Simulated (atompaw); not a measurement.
# Cutoff test, gallium (Ga), PAW (atompaw)

atompaw 4.2.0.5 input, output lines left out:

```
Ga 31
LDA-PW scalarrelativistic loggrid 1500 logderivrange -3 5 201
4 4 3 0 0 0
4 1 1
0 0 0
c
c
c
v
c
c
v
v
2
3.00 2.45 2.35 1.55
y
3.85
n
y
1.5
n
y
1.5
n
custom rrkj gramschmidtortho sinc
3 0.5 troulliermartins
1.80
3.00
3.00
3.00
1.05
1.05
```

The pseudo-atom Hamiltonian at the reference potential is diagonalised in spherical Bessel functions j_l(qr) that vanish at 20 bohr, with q² up to the cutoff. All-electron valence levels (Ry): 4s -0.6740, 4p -0.2009, 3d -1.4264.

**Question.** How do the lowest levels (Ry) of each channel move with the cutoff, and are there ghosts?

**Answer.**

```csv
cutoff (Ry),s #1,s #2,s #3,p #1,d #1,f #1,Σ f·Δε (mRy)
8,-0.6709,-0.0263,0.0741,-0.2008,0.0490,0.1046,14761.0
21,-9.5532,-0.6739,-0.0253,-0.2009,0.0393,0.1046,14657.5
45,-27.6987,-0.6740,-0.0255,-0.2009,-1.0129,0.1046,4135.6
90,-31.0937,-0.6740,-0.0255,-0.2009,-1.4231,0.1046,33.3
160,-31.7016,-0.6740,-0.0256,-0.2009,-1.4262,0.1046,2.1
300,-31.8286,-0.6740,-0.0256,-0.2009,-1.4264,0.1046,0.2
400,-31.8450,-0.6740,-0.0256,-0.2009,-1.4264,0.1046,0.0
```

Result: ghost state, extra bound levels that the all-electron valence spectrum of the same l lacks: s at -433.3 eV (a true bound ghost makes a file unfit for plane-wave use); 10 mRy is reached at 140 Ry and 1 mRy at 230 Ry.
